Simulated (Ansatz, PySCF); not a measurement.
Energy difference R1 + R2 → 2 P1, each structure at its B3LYP-D3(BJ)/def2-TZVP stationary point, reached from a drawn start (curvature not checked).
R1, H2 (SMILES [H][H]) (charge 0, multiplicity 1, Z-matrix in Å and degrees):
```
H
H 1 0.7440
```
P1: SiH4 (SMILES [SiH4]), charge 0, multiplicity 1.
R2: Si2H6 (SMILES [SiH3][SiH3]), charge 0, multiplicity 1.

P less R. No zero-point or thermal terms.

Frozen-core correlation throughout. CBS(a, b) extrapolates the correlation energy as X⁻³ and adds the Hartree–Fock energy of set b.

The values were computed with Ansatz (a first-principles code); PySCF for the D3/D4 terms. Each number belongs to the level named beside it.

| level | reaction energy (kcal/mol) |
|---|---|
| HF/cc-pV(T+d)Z | -11.40 |
| B97M-V/def2-TZVPP | -3.96 |
| BHLYP-D3(BJ)/def2-TZVPP | -6.40 |
| BHLYP-D4/def2-TZVPP | -6.48 |
| wB97X-V/def2-TZVPP | -4.94 |
| MP2/cc-pV(D+d)Z | -7.64 |
| CCSD/cc-pV(Q+d)Z | [?] |
| CCSD(T)/cc-pV(T+d)Z | [?] |
| CCSD(T)/CBS(cc-pV(T+d)Z, cc-pV(Q+d)Z) | [?] |

Question: What belongs in the gaps?

Answer: 
- CCSD/cc-pV(Q+d)Z, reaction energy (kcal/mol): -6.01
- CCSD(T)/cc-pV(T+d)Z, reaction energy (kcal/mol): -5.16
- CCSD(T)/CBS(cc-pV(T+d)Z, cc-pV(Q+d)Z), reaction energy (kcal/mol): -4.43
